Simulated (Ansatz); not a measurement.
One change: `C[SiH](Cl)[SbH2]` becomes `C[SiH](N)Cl`.

Ansatz, PBE0-D4/def2-TZVP geometries, multiplicity 1. Each molecule was computed in one conformer, which needn't be the lowest.

Elements past krypton have def2 core potentials.

| property | `C[SiH](Cl)[SbH2]` |
| --- | --- |
| HOMO–LUMO gap (PBE/def2-TZVPP) / eV | 5.02 |
| size of the dipole moment (PBE/def2-TZVPP) / D | 1.49 |
| size of the dipole moment (ωB97M-V/def2-TZVPP) / D | 1.54 |
| HOMO energy (PBE/def2-TZVPP) / eV | -6.20 |
| LUMO energy (B3LYP/def2-TZVPP) / eV | -0.66 |
| HOMO energy (PBE0/def2-TZVPP) / eV | -7.20 |

Question: What does the change do to each property? (An estimate is asked.)

Answer: Ansatz gave: 
| property | `C[SiH](N)Cl` | shift |
| --- | --- | --- |
| HOMO–LUMO gap (PBE/def2-TZVPP) / eV | 6.32 | 1.30 |
| size of the dipole moment (PBE/def2-TZVPP) / D | 1.98 | 0.49 |
| size of the dipole moment (ωB97M-V/def2-TZVPP) / D | 1.97 | 0.43 |
| HOMO energy (PBE/def2-TZVPP) / eV | -6.39 | -0.19 |
| LUMO energy (B3LYP/def2-TZVPP) / eV | 0.43 | 1.09 |
| HOMO energy (PBE0/def2-TZVPP) / eV | -7.84 | -0.64 |

With PBE0 the HOMO falls by 0.64 eV and the LUMO rises by 1.19 eV, so the gap widens by about 1.83 eV. PBE moves the HOMO by -0.19 eV and ωB97M-V by -1.03 eV. Dipoles are sizes alone; their direction can turn.

B3LYP here is the variant with VWN-RPA as its local correlation; programs differ in this.

Spin–orbit coupling is left out; it splits and shifts lone-pair levels of the heavy atoms by tenths of an eV.
